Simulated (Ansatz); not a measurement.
Born–Oppenheimer molecular dynamics of C2H7BClFSSi (14 atoms, charge 0, multiplicity 1). It goes on from the last frame of an earlier run, with new velocities.

The calculation used RKS PBE-D4/STO-3G (Ansatz).

| Property | Result |
| --- | --- |
| ensemble | NVE (velocity Verlet) |
| time step | 0.25 fs |
| steps asked | 250 |
| starting velocities drawn for | 100 K |
| masses | H 2.014 u |
| seed | 421269 |

First frame:

```xyz
14
Properties=species:S:1:pos:R:3
F -1.813 -0.858 -0.705
B -0.605 -0.756 -0.121
C 0.518 -1.861 -0.262
S -0.192 -2.349 1.387
C -0.179 0.662 0.505
Si 0.049 1.952 -0.854
Cl -1.467 1.355 1.737
H 0.323 -2.647 -1.117
H 1.623 -1.542 -0.176
H 0.535 -1.403 2.064
H 0.742 0.555 1.119
H -1.223 2.414 -1.361
H 0.939 1.329 -1.816
H 0.583 3.212 -0.354
```

Problem. How far do the bonds stretch over the last three quarters of this one trajectory? (Pairs bonded in most of those frames.)

Solution. 
```
   bond  mean (Å)  spread (Å)  shortest  longest
  F1–B2     1.338       0.016      1.31     1.36
  B2–C3     1.586       0.027      1.53     1.63
  B2–S4     2.265       0.034      2.19     2.30
  B2–C5     1.607       0.017      1.58     1.64
  C3–S4     1.878       0.011      1.85     1.89
  C3–H8     1.111       0.053      1.03     1.19
  C3–H9     1.106       0.033      1.06     1.16
 S4–H10     1.373       0.005      1.37     1.38
 C5–Si6     1.895       0.014      1.87     1.92
 C5–Cl7     1.880       0.014      1.86     1.90
 C5–H11     1.110       0.002      1.11     1.11
Si6–H12     1.454       0.026      1.42     1.49
Si6–H13     1.459       0.011      1.44     1.48
Si6–H14     1.459       0.016      1.43     1.48
```

Mean temperature of the second half: 168 K. The conserved energy stayed within 0.031 meV per atom of its start (net change 0.0065 meV per atom), so the integration is sound. The kinetic energy rose, since the run started high on the potential surface and went downhill. A run of 0.062 ps of so small a system gives no equilibrium averages. Limits of this set-up: minimal basis.

Run time: 14 min on 1 thread of Arm Neoverse V2, with other jobs on the host, peak memory 0.11 GiB.
